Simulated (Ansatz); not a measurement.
Species: SeF$_{3}$, charge 0, multiplicity 2. It need not be the lowest isomer of its formula. SMILES: F[Se](F)F
Geometry: optimised at B3LYP-D3(BJ)/def2-TZVP (Ansatz, a first-principles code).

Quantity: vertical ionisation energy (to the singlet state of charge +1; each state is the SCF solution reached for its spin; for the singlet the Hartree-Fock reference is unstable and T1 is 0.031), in eV. Valence correlation only, unless marked. Open shells are spin-unrestricted. Spin-orbit coupling is left out. The frozen core is the preceding noble-gas configuration, with the filled d and f shells of earlier blocks. No relativistic terms. CBS(X,Y): correlation extrapolated as X^-3; Hartree-Fock from the larger set. The bracket is a focal-point correction in the basis named.

```json
[
 {"level": "HF/aug-cc-pVDZ", "program": "Ansatz", "vertical ionisation energy (eV)": "12.17"}
]
```

Task: Predict the RI-MP2/CBS(aug-cc-pVTZ,aug-cc-pVQZ)+[CCSD(T)-MP2]/aug-cc-pVDZ result (Ansatz).

Result: 11.36 eV
